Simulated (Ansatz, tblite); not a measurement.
Forces on the cluster Cu₂O₂ at its PBE0-D4/def2-SVP geometry. The state is a singlet with charge 0.

The xTB rows come from tblite. At PBE-D4/def2-TZVP the restricted singlet is unstable: a solution with broken spin symmetry lies lower. The geometry of the singlet was relaxed on an unsound state (restricted singlet, unstable towards broken spin symmetry at other levels and untested here). The structure comes from a short search, and lower isomers may exist.

GFN1-xTB (tblite), largest force 1.01 eV/Å:

```xyz
4
positions Å, forces eV/Å
Cu   -0.582    0.481    0.896    0.502   -0.415   -0.773
Cu    0.582   -0.481   -0.896   -0.502    0.415    0.773
O     0.887    1.040    0.018   -0.250   -0.293   -0.005
O    -0.887   -1.040   -0.018    0.250    0.293    0.005
```

GFN2-xTB (tblite), largest force 1.58 eV/Å:

```
Cu -0.410 0.339 0.631
Cu 0.410 -0.339 -0.631
O -1.024 -1.200 -0.020
O 1.024 1.200 0.020
```

PBE-D4/def2-TZVP (Ansatz), largest force 0.31 eV/Å:

```
Cu -0.097 0.080 0.150
Cu 0.097 -0.080 -0.150
O 0.202 0.237 0.004
O -0.202 -0.237 -0.004
```
